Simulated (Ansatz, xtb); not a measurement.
**BH7O4Si: which of two structures lies lower**

Structure I: a singlet given by its coordinates. Structure II: `O[SiH](O)O[BH2-][OH2+]`, a singlet. Both are isolated molecules in the gas phase, relaxed with PBE0-D4/def2-SVP; the shapes shown needn't be the lowest conformers.

I (Å):

| atom | x (Å) | y (Å) | z (Å) |
| --- | --- | --- | --- |
| B | 1.4795 | 0.9071 | -0.6574 |
| O | 1.8624 | 2.2388 | -0.9645 |
| O | -0.4289 | 3.3075 | -0.2077 |
| O | -2.6984 | 2.0137 | -1.0117 |
| O | -0.2191 | 0.8501 | -1.0889 |
| Si | -1.2665 | 1.9170 | -0.2138 |
| H | 2.1330 | 2.3337 | -1.8819 |
| H | 1.9095 | 0.0158 | -1.3717 |
| H | 1.4382 | 0.6978 | 0.5428 |
| H | 0.5254 | 3.1731 | -0.4370 |
| H | -1.5685 | 1.2874 | 1.0846 |
| H | -2.7344 | 2.6140 | -1.7638 |
| H | -0.5012 | -0.0637 | -1.2193 |

Close contacts (Å): B1–O2 1.42, B1–O5 1.75, O3–Si6 1.62, O4–Si6 1.64, O5–Si6 1.73, B1–H8 1.22, B1–H9 1.22, O2–H7 0.96, O3–H10 0.99, O4–H12 0.96, O5–H13 0.97, Si6–H11 1.47.

II (Å):

```yaml
atoms:
  - { symbol: B, position_ang: [1.5368, 0.5840, 0.0549] }
  - { symbol: O, position_ang: [1.3116, -0.4425, 1.3385] }
  - { symbol: O, position_ang: [0.3181, 0.4572, -0.7146] }
  - { symbol: O, position_ang: [-1.1300, 2.7013, 0.0243] }
  - { symbol: O, position_ang: [-1.1655, 0.3393, 1.3993] }
  - { symbol: Si, position_ang: [-1.0825, 1.0615, -0.1436] }
  - { symbol: H, position_ang: [1.3018, -1.3443, 0.9902] }
  - { symbol: H, position_ang: [2.5249, 0.1400, -0.5000] }
  - { symbol: H, position_ang: [1.6810, 1.6638, 0.6272] }
  - { symbol: H, position_ang: [-2.2526, 0.6708, -0.9518] }
  - { symbol: H, position_ang: [-0.2862, 3.1092, 0.2509] }
  - { symbol: H, position_ang: [0.3749, -0.2512, 1.6265] }
  - { symbol: H, position_ang: [-1.7785, 0.7167, 2.0386] }
```

**Question.** Estimate E(II) − E(I) at the level CCSD(T)/def2-SVP + ΔMP2/def2-TZVPP.

**Answer.** Calculated at CCSD(T)/def2-SVP + ΔMP2/def2-TZVPP: E(II) − E(I) = −0.188 eV, so structure II lies lower.

The same difference at several levels:

```
                             level          geometry  E(II) − E(I) (eV)  departure from the last row (eV)  job, with rough time for the two
                  PBE0-D4/def2-SVP  PBE0-D4/def2-SVP              −0.217                            −0.029             optimisation, 2.2 min
                       HF/def2-SVP  PBE0-D4/def2-SVP              −0.166                            +0.022           part of the CCSD(T) run
                      MP2/def2-SVP  PBE0-D4/def2-SVP              −0.230                            −0.042           part of the CCSD(T) run
                  CCSD(T)/def2-SVP  PBE0-D4/def2-SVP              −0.221                            −0.033                      single point
CCSD(T)/def2-SVP + ΔMP2/def2-TZVPP  PBE0-D4/def2-SVP              −0.188                                                  single point, 80 s
```

The levels shown agree on the order. The largest departure from CCSD(T)/def2-SVP + ΔMP2/def2-TZVPP is that of MP2/def2-SVP, 0.042 eV. Levels run at GFN2-xTB geometries aren't shown. The last row adds to CCSD(T) the change of the MP2 difference between the two basis sets, here +0.033 eV.

With thermal terms from frequencies at re-optimised GFN2-xTB minima (ideal gas, soft modes damped towards free rotors, one conformer each, 298.15 K, 1 atm): the zero-point term adds +0.022 eV; ΔH is −0.170 and ΔG −0.155 eV.

The correlated steps freeze 10 core orbitals. Codes used: Ansatz 0.2.0, xtb 6.7.1; the last row on 2 threads of Arm Neoverse V2 on a shared host.
